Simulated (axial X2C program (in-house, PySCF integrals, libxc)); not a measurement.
Curves of TbNC from open-shell CI on f9 s1

Calculated with an in-house all-electron X2C program for linear molecules (integrals from PySCF): two-component X2C with atomic mean-field Coulomb and Gaunt terms, basis Tb dyall-v3z, N dyall-av3z, C dyall-v3z (cores contracted in-house). Orbitals come from Hartree–Fock averaged over the configuration Tb f9 s1; CI then distributes these electrons over the f, s shells of Tb.

Scan along the Tb–N bond with NC moving as one mass, its bond held at 1.170 Å; masses Tb 158.925 u, N 14.003 u, C 12.000 u. Energies in cm⁻¹ from the lowest point; levels are followed by energy order within each Ω. Lowest level at 2.357 Å: 100% f9 s1.

| R (Å) | (1)Ω=8 | (1)Ω=7 | (1)Ω=6 | (1)Ω=5 | (1)Ω=4 | (1)Ω=3 | (1)Ω=2 |
| --- | --- | --- | --- | --- | --- | --- | --- |
| 2.192 | 1259 | 1519 | 1765 | 1976 | 2138 | 2246 | 2308 |
| 2.275 | 275 | 538 | 783 | 994 | 1156 | 1266 | 1332 |
| 2.357 | 0 | 259 | 499 | 705 | 864 | 974 | 1041 |
| 2.451 | 299 | 549 | 780 | 977 | 1130 | 1237 | 1304 |
| 2.546 | 1063 | 1303 | 1522 | 1708 | 1853 | 1955 | 2020 |
| 2.652 | 2273 | 2497 | 2702 | 2875 | 3009 | 3106 | 3168 |
| 2.781 | 4035 | 4242 | 4427 | 4583 | 4706 | 4794 | 4851 |

(1) Fit the curves (1)Ω=8, (1)Ω=7, (1)Ω=6, (1)Ω=5, (1)Ω=4, (1)Ω=3, (1)Ω=2 near their minima.

The 7 lowest curves are shown; the next is (1)Ω=1, from 1076 cm⁻¹.

Dynamic correlation is missing, so gaps between terms are too wide and other configurations may lie lower; the lowest level listed is that of this model, not necessarily the ground state. At most 4 roots were kept for each Ω > 0 (twice that for Ω = 0) within 2.2 eV of the lowest, so higher up levels can be missing between those listed; levels with Ω > 0 are doubly degenerate and listed once, Ω = 0 levels singly. The molecule was held linear; bending was not examined.

## Answers

(1) From the open-shell CI curves, Te from the lowest:

| level | Te (cm⁻¹) | Re (Å) | ωe (cm⁻¹) |
| --- | --- | --- | --- |
| (1)Ω=8 | 0 | 2.356 | 336.5 |
| (1)Ω=7 | 259 | 2.357 | 334.7 |
| (1)Ω=6 | 499 | 2.358 | 333.0 |
| (1)Ω=5 | 705 | 2.359 | 331.4 |
| (1)Ω=4 | 864 | 2.360 | 330.2 |
| (1)Ω=3 | 974 | 2.360 | 329.3 |
| (1)Ω=2 | 1041 | 2.360 | 328.9 |

Without dynamic correlation distances can be off by several hundredths of an Å (long for ionic bonds, short for multiple bonds) and the wavenumbers are rough.
